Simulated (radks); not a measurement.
Values are calculated unless marked as measured or tabulated.
Q: These are the eigenvalues of the occupied orbitals of an atom or ion with whole-number occupations (eV). Code: a radial shooting solver on a logarithmic mesh with Libxc functionals. Model: Dirac Kohn-Sham, exchange-only PBE, spin-unpolarised, spherical densities, finite nucleus; Fermi nuclear charge, rms radius of each element as measured or else 0.836 A^(1/3) + 0.57 fm.

orbital  eigenvalue
1s1/2     -57425.38
2s1/2     -9749.457
2p1/2     -9293.621
2p3/2     -8376.626
3s1/2     -2283.991
3p1/2     -2083.688
3p3/2     -1891.090
3d3/2     -1548.078
3d5/2     -1505.977
4s1/2     -552.4798
4p1/2     -472.2938
4p3/2     -428.6635
4d3/2     -296.3813
4d5/2     -288.3798
5s1/2     -165.0570
5p1/2     -140.0620
4f5/2     -127.2553
4f7/2     -125.9649

Which element is it, and in what charge state? The configuration may be excited. Open shells, if any, fill j = l - 1/2 first.

A: Z = 68, erbium, charge +8: Er8+ in [Kr] 4d10 4f10 5s2 5p2. The list shows which subshells hold electrons but not how many an open one holds; the 1s level, -2110.3 hartree, gives Z - s = 65.0 by -(Z - s)^2/2, which with screening and relativity narrows Z to a few neighbours, and the depths of the outer levels then fix element, charge and occupations together.
